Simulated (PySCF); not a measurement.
Solvent effects on NMR parameters

Mapped SMILES: `[CH3:1][N:2]([CH3:3])[c:4]1[cH:5][cH:6][p:7][c:8]([Cl:9])[cH:10]1`. Hydrogens are named by the atom that carries them.

GIAO PBE0/pcSseg-1 in PySCF on one PBE0-D3(BJ)/def2-SVP conformer, non-relativistic, equivalent nuclei averaged. Solvents enter as an IEF-PCM continuum (tetrahydrofuran with ε = 7.4, water with ε = 78.4) around the gas-phase geometry. Shifts are referred to TMS computed in the same medium.

Gas phase, δ in ppm: C8 183.6, C6 165.6, C4 152.9, C10 124.4, C5 119.2, C1/C3 41.6, H(C6) 8.54, H(C10) 7.10, H(C5) 6.84, H(C1)/H(C3) 2.99. Dipole moment 5.69 D.

(1) How does each δ change in the continuum?

(2) Which of the listed nuclei move most (in ppm), and what does the model miss? (N and O are left out, as their reference compounds move with the solvent too.)

Answers

(1) 
```
      atoms                              environment  Δδ, tetrahydrofuran  Δδ, water
         C8         aromatic carbon bearing chlorine                 -1.9       -2.4
         C6                              aromatic CH                 +0.4       +0.5
         C4         aromatic carbon bearing nitrogen                 +2.9       +3.6
        C10                              aromatic CH                 +2.3       +2.9
         C5                              aromatic CH                 +3.2       +4.1
      C1/C3                methyl carbon bonded to N                 +0.5       +0.7
      H(C6)               hydrogen on an aromatic CH                +0.12      +0.15
     H(C10)               hydrogen on an aromatic CH                +0.22      +0.29
      H(C5)               hydrogen on an aromatic CH                +0.33      +0.42
H(C1)/H(C3)  hydrogen on a methyl carbon bonded to N                +0.12      +0.16
```

Changes are relative to the gas phase. The dipole moment becomes 7.66 D in tetrahydrofuran, 8.17 D in water.

(2) C5 (aromatic CH, +4.1 ppm) in water. A continuum only polarises the solute; specific hydrogen bonds, the anisotropy of aromatic solvents and changes of geometry or conformer are outside it.
